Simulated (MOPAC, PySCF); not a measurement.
C9H7F3, SMILES `C=Cc1cccc(C(F)(F)F)c1` (C–C–C–C torsion 180°), neutral singlet in the gas phase. 

Z-matrix (Å, degrees):
```
C
C 1 1.3892
H 1 1.0908 2 119.01
C 2 1.3981 1 120.70 3 -179.36
C 4 1.3901 2 119.16 1 -0.22
H 4 1.0916 5 120.78 2 -179.55
H 5 1.0921 4 119.92 6 0.29
C 5 1.3929 7 119.92 4 179.78
H 8 1.0932 5 119.70 7 0.12
C 8 1.4020 9 119.02 5 179.79
C 10 1.4684 8 119.27 9 -0.06
C 11 1.3378 10 127.08 8 -179.84
H 12 1.0921 11 120.79 10 -179.99
H 12 1.0934 13 116.62 11 179.99
H 11 1.0958 12 118.29 13 -0.03
C 2 1.5039 1 120.05 3 2.66
F 16 1.3359 2 112.05 1 -22.02
F 16 1.3368 17 107.59 2 122.97
F 16 1.3387 17 107.10 18 114.59
```
Charge 0, multiplicity 1.

All levels are single points at this geometry (PBE0-D3(BJ)/def2-SVP); Pople sets use spherical d functions. Orbital energies aren't observables, and empty levels follow the basis.

```
level                           HOMO (eV)  LUMO (eV)  gap (eV)  dipole (D)  vertical IE, Delta-SCF (eV)
------------------------------  ---------  ---------  --------  ----------  ---------------------------
PBE0-D3(BJ)/def2-TZVP in PySCF      -6.98      -1.53      5.45        2.70                         8.66
B3LYP/3-21G in PySCF                -6.55      -1.22      5.33        2.58                            –
B3LYP/6-311+G** in PySCF            -6.82      -1.78      5.04        2.92                            –
B3LYP/6-31G* in PySCF               -6.42      -1.22      5.20        2.43                         8.37
AM1 in MOPAC                        -9.45      -0.46      8.99        2.80                            –
PM3 in MOPAC                        -9.55      -0.64      8.91        2.74                            –
```
